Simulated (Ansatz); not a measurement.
Reaction (redistribution): `O[Si](F)(F)O[SiH3]` + `O[SiH](Cl)[O][GeH3]` → `O[SiH](Cl)O[Si](O)(F)F` + `[SiH3][O][GeH3]`

Isolated molecules relaxed with PBE0-D4/def2-TZVP in Ansatz; ΔE leaves out vibrations. CBS: MP2 limit from def2 TZ/QZ plus the TZ coupled-cluster correction, frozen cores. DFT in def2-TZVPP. For Ge outer-core shells are correlated without core-valence functions, which leaves a few kJ/mol of doubt a bond. Scalar relativity is left out up to krypton. One conformer a species, not always the lowest.

Question: Is it downhill or uphill in electronic energy at CCSD(T)/CBS, and by how much? (Best estimate.)

Answer: Computed: Uphill: ΔE = +4.7 kJ/mol.

Question: What do these levels give: PBE-D4, PBE0-D4, ωB97X-V, PBE, r2SCAN, PBE0, HF/def2-TZVPP, SCS-MP2/def2-TZVPP, CCSD/def2-TZVPP, HF/def2-QZVPP, MP2/def2-QZVPP, HF/CBS(def2)? (Best estimate.)

Answer: Computed: PBE-D4 2.0, PBE0-D4 3.2, ωB97X-V 3.8, PBE 4.1, r2SCAN 3.6, PBE0 5.0, HF/def2-TZVPP 9.9, SCS-MP2/def2-TZVPP 5.0, CCSD/def2-TZVPP 4.9, HF/def2-QZVPP 10.3, MP2/def2-QZVPP 4.7, HF/CBS(def2) 10.4 kJ/mol.

Largest T1 diagnostic among the species: 0.012.

In def2-TZVPP, CCSD(T) changes the Hartree–Fock value by −6.3 kJ/mol (the triples alone add −1.3 kJ/mol) and MP2 by −5.9 kJ/mol. The D4 term adds −3.2 kJ/mol with B3LYP and −1.8 kJ/mol with PBE0; it sums over pairs of atoms, weighted by their polarisabilities, and B3LYP, whose exchange is more repulsive, gets the larger term.

B3LYP here is the variant with VWN-RPA as its local correlation; programs differ in this.
